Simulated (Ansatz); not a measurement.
Reaction (ligand exchange at the Si–O bond): `C[CH2][AlH][O][SiH3]` + `CN(C)N` → `CN(C)N[SiH3]` + `C[CH2][AlH][OH]`

Calculated with Ansatz (gas phase, PBE0-D4/def2-TZVP geometries, no zero-point term in ΔE). CCSD(T)/CBS is the MP2 limit (def2-TZVPP, def2-QZVPP) plus CCSD(T) − MP2 in def2-TZVPP, frozen cores. This one scheme is used for every species. Functionals use def2-TZVPP. Each species was taken in one conformer, which may not be the lowest.

```json
{"level": "PBE", "ΔE (kJ/mol)": "72.6"}
{"level": "PBE0", "ΔE (kJ/mol)": "77.2"}
{"level": "HF/def2-TZVPP", "ΔE (kJ/mol)": "100.1"}
{"level": "MP2/def2-QZVPP", "ΔE (kJ/mol)": "79.5"}
```

(1) What does CCSD(T)/CBS give? (Estimate.)

Largest T1 diagnostic among the species: 0.011.

Results:

(1) Computed: +79.4 kJ/mol. The listed levels differ from it by -6.8, -2.2, 20.7, 0.1 kJ/mol.

The D4 term adds −5.1 kJ/mol with B3LYP and −2.6 kJ/mol with PBE0; it sums over pairs of atoms, weighted by their polarisabilities, and B3LYP, whose exchange is more repulsive, gets the larger term. From PBE to PBE0 (25 % exact exchange), in def2-TZVPP and without D4, ΔE moves by +4.6 kJ/mol. In def2-TZVPP, CCSD(T) changes the Hartree–Fock value by −18.7 kJ/mol (the triples alone add −2.8 kJ/mol) and MP2 by −19.9 kJ/mol.

B3LYP here is the variant with VWN-RPA as its local correlation; programs differ in this.
